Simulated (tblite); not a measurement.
Isomers of C6H8NS (doublet state). All values are computed: GFN2-xTB (tblite) harmonic vibrations without scaling, gas phase. This tight-binding method is rough: wavenumbers can miss measured ones by several per cent, in bad cases by 10 to 20. Modes of hydrogen on sulfur can be 10 to 20 % off. One conformer each. Open shells enter through the occupations alone, without spin polarisation, and single modes of such species can be off by tens of per cent.

Electronic energies: GFN2-xTB at the same geometries; isomer energies are rough at this level and their order can be wrong.

```csv
SMILES,"electronic energy, lowest = 0 (kcal/mol)"
N[C]1C=CC=C(S)C1,0.0
C[C@H](/C=C/C#N)C[S],25.7
C=C[C](C=C)C(N)=S,23.7
```

Q: How do GFN2-xTB zero-point energies change the relative energies?

A: 
```csv
SMILES,ZPE (kcal/mol),of it from modes above 1550 cm⁻¹,electronic (kcal/mol),"with ZPE, lowest = 0 (kcal/mol)",lowest mode (cm⁻¹),rings
N[C]1C=CC=C(S)C1,76.1,37.0,0.0,0.0,75,1
C=C[C](C=C)C(N)=S,76.3,41.1,23.7,23.9,55,0
C[C@H](/C=C/C#N)C[S],77.5,40.2,25.7,27.1,64,0
```

The zero-point energies span 1.4 kcal/mol, from `N[C]1C=CC=C(S)C1` to `C[C@H](/C=C/C#N)C[S]`. The order is unchanged.

Q: What do entropy and thermal enthalpy add at 298.15 K and 1 bar (rigid rotor, harmonic oscillator, one conformer each)?

A: 
```tsv
SMILES	point group	symmetry number	S (cal/(mol K))	H − H(0) (kcal/mol)	ZPE + H − H(0) − TS (kcal/mol)
N[C]1C=CC=C(S)C1	C1	1	90.4	5.87	55.0
C=C[C](C=C)C(N)=S	C1	1	95.4	6.43	54.3
C[C@H](/C=C/C#N)C[S]	C1	1	97.4	6.45	54.9
```

S holds R ln(2S + 1) for the spin.
